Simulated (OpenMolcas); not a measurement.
**Ce2+: the spin-orbit constant, worked from levels**

| Property | Result |
| --- | --- |
| Program | OpenMolcas 26.06 |
| Basis | ANO-R2 [8s6p5d2f1g] |
| Scalar Hamiltonian | X2C, finite nucleus |
| Active space | 2 electrons in 7 orbitals (4f) |
| State averaging | 2S+1 = 3 even, 21 roots; 2S+1 = 1 even, 28 roots |
| Spin-orbit coupling | RASSI with atomic mean-field integrals over the reference wave functions, term energies averaged over their components |

Methods: CASSCF; SS-CASPT2, IPEA 0.25 Eh, imaginary shift 0.1 Eh (closed shells correlated: 5s 5p). Measured levels: Martin, Zalubas and Hagan, Atomic Energy Levels: The Rare-Earth Elements, NSRDS-NBS 60 (1978).

**The spin-orbit constant.** For the Hund term 3H of f2, E(J) = (A/2) J(J+1) + constant and ζ = 2S·A = 2A. From J = 4 to J = 6 the energy changes by 11 A.

| Source | E(6) - E(4) | A | ζ |
| --- | --- | --- | --- |
| CASSCF | 3430.8 | 311.9 | 624 |
| SS-CASPT2 | 3447.1 | 313.4 | 627 |
| measured | 3127.1 | 284.3 | 569 |

All in cm-1. SS-CASPT2 is off by +10.2 % and CASSCF by +9.7 %. Both methods take the spin-orbit matrix elements from the reference wave functions, so the second can move ζ only through the term energies and any multistate remixing. Second-order mixing with other terms is absorbed into this ζ.

CASPT2 does not keep the components of a term degenerate, so their means are used; among the terms shown or strongly mixed into the levels shown the widest spread is 57 cm-1 (4f2 3H, SS-CASPT2). Over all roots computed the reference weight is 0.85 to 0.93 in SS-CASPT2; the roots of lowest weight are the least certain, and an intruder state may touch them. Without dynamic correlation excited terms often stand tens of per cent too high (terms of higher spin than the ground term too low), and those without a measured partner can miss by more than the paired ones (holds for CASSCF). Computed and measured levels are paired by configuration, term and J; levels that our copy of the source lacks, or whose pairing is in doubt (as where it misses far off the trend of its configuration), stay unpaired and out of the deviations. Levels of configurations outside the active space are missing.
